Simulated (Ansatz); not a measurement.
Born–Oppenheimer molecular dynamics of C$_{2}$H$_{7}$BFN (12 atoms, charge 0, multiplicity 1). It goes on from the last frame of an earlier run, with new velocities.

All numbers below come from Ansatz 0.2.0, RKS PBE0/STO-3G.

- ensemble: NVE (velocity Verlet)
- time step: 0.25 fs
- steps asked: 400
- starting velocities drawn for: 300 K
- seed: 288758

First frame:

```xyz
12
Properties=species:S:1:pos:R:3
B -1.669 -0.481 0.786
N -0.716 -0.176 -0.243
C 0.406 0.800 -0.136
C 1.731 0.340 -0.619
F 0.126 1.972 -0.928
H -1.345 -0.190 1.843
H -2.639 -1.100 0.553
H -0.998 -0.334 -1.241
H 0.527 1.323 0.899
H 2.599 0.762 -0.102
H 1.785 -0.744 -0.472
H 1.786 0.551 -1.715
```

**Question.** How far do the bonds stretch over the last three quarters of this one trajectory? (Pairs bonded in most of those frames.)

**Answer.** 
| bond | mean (Å) | spread (Å) | shortest | longest |
| --- | --- | --- | --- | --- |
| B1–N2 | 1.386 | 0.033 | 1.33 | 1.46 |
| B1–H6 | 1.173 | 0.013 | 1.14 | 1.21 |
| B1–H7 | 1.174 | 0.031 | 1.12 | 1.22 |
| N2–C3 | 1.515 | 0.047 | 1.43 | 1.58 |
| N2–H8 | 1.045 | 0.013 | 1.02 | 1.07 |
| C3–C4 | 1.571 | 0.047 | 1.50 | 1.67 |
| C3–F5 | 1.397 | 0.022 | 1.36 | 1.44 |
| C3–H9 | 1.124 | 0.039 | 1.05 | 1.19 |
| C4–H10 | 1.100 | 0.023 | 1.06 | 1.14 |
| C4–H11 | 1.101 | 0.031 | 1.05 | 1.15 |
| C4–H12 | 1.099 | 0.009 | 1.08 | 1.12 |

Mean temperature of the second half: 424 K. The conserved energy stayed within 0.05 meV per atom of its start (net change 0.0043 meV per atom), so the integration is sound. The system heated up, since it started high on the potential surface and ran downhill. A run of 0.1 ps of so small a system gives no equilibrium averages. Limits of this set-up: minimal basis.

The run took 6.9 min on 1 thread of Intel(R) Xeon(R) Platinum 8488C (Sapphire Rapids), on a shared host, peak memory 0.1 GiB.
